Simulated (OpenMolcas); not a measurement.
Be: effect of the basis set

| Item | Value |
| --- | --- |
| Program | OpenMolcas |
| Method | SS-RASPT2, IPEA 0.25 Eh, imaginary shift 0.1 Eh (closed shells correlated: 1s) |
| Active space | 2 electrons in 9 orbitals (RAS2 2s 2p; RAS3 3d, at most 2 electrons) |
| State averaging | 2S+1 = 3 even, 3 roots; 2S+1 = 1 even, 6 roots; 2S+1 = 3 odd, 3 roots; 2S+1 = 1 odd, 3 roots |
| Spin-orbit coupling | state interaction with AMFI integrals over the reference wave functions, term energies averaged over their components |

A. ANO-R2 [4s3p1d], X2C, finite nucleus; CASPT2 step roughly 3 core-seconds
B. ANO-RCC-VTZP [4s3p2d1f], DKH2, point nucleus; CASPT2 step of the order of 4 core-seconds
C. ANO-RCC-VQZP [5s4p3d2f1g], DKH2, point nucleus; CASPT2 step about 6 core-seconds
D. ANO-RCC [9s8p5d2f1g], DKH2, point nucleus; CASPT2 step about 6 core-seconds

Energies in cm⁻¹ above 2s² ¹S₀, the measured ground level; measured values from NIST Handbook of Basic Atomic Spectroscopic Data.

| Level | A | B | C | D | Measured |
| --- | --- | --- | --- | --- | --- |
| 2s² ¹S₀ | 0.0 | 0.0 | 0.0 | 0.0 | 0.0 |
| 2s 2p ³P°₀ | 22380 | 21840 | 21830 | 21920 | 21978 |
| 2s 2p ³P°₁ | 22380 | 21840 | 21830 | 21930 | 21979 |
| 2s 2p ³P°₂ | 22380 | 21840 | 21830 | 21930 | 21981 |
| 2s 2p ¹P°₁ | 46170 | 43860 | 43600 | 42940 | 42565 |
| 2p² ³P₀ | 61340 | 60030 | 59860 | 59900 | 59694 |
| 2p² ³P₁ | 61340 | 60030 | 59860 | 59900 | 59695 |
| 2p² ³P₂ | 61340 | 60030 | 59860 | 59900 | 59697 |
| 2p² ¹D₂ | 62000 | 60730 | 60320 | 57870 | 56882 |

Deviations, from unrounded energies. A percentage is the sum of absolute deviations over the sum of measured energies, with the sign that they share, or ± where signs differ.

| Against measurement | Levels | A | B | C | D |
| --- | --- | --- | --- | --- | --- |
| mean absolute deviation (cm-1) | 8 | 1900 | 820 | 670 | 270 |
| other configurations (%) | 8 | +4.3 | ±1.9 | ±1.6 | ±0.6 |

D lies closest to measurement on these levels and A furthest from it. The largest miss of D in the table is 2p² ¹D₂, by +980 cm-1. The ranking rests on the paired levels alone, and a cruder setting can come out closer through cancelling errors.

Among A to D the level of the table that moves most is 2p² ¹D₂, by 4100 cm-1 (lowest in D, highest in A). Moves below CASPT2's spread within the term are not significant.

CASPT2 breaks the degeneracy within a term, and the mean is taken; among the terms shown or strongly mixed into the levels shown the widest spread is 11 cm-1 (2p² ¹D, D). Active for correlation alone: 3d; no level in the range computed is led by a configuration that fills it, so any true level of that kind is missing. The ANO-R sets hold no well-fitted valence p shell for this element, so s → p excitations can come out far too high (holds for A). Some terms mix strongly with configurations of 3d, whose occupation reaches 0.27 (2p² ¹D) (holds for D). Measured partners are found by configuration, term and J. A level has none where our copy of the source lacks it or the pairing is in doubt (some pairs that miss far off the trend of their configuration count as doubtful), and it then counts in no deviation. Levels of configurations outside the active space are missing.

° marks odd parity.
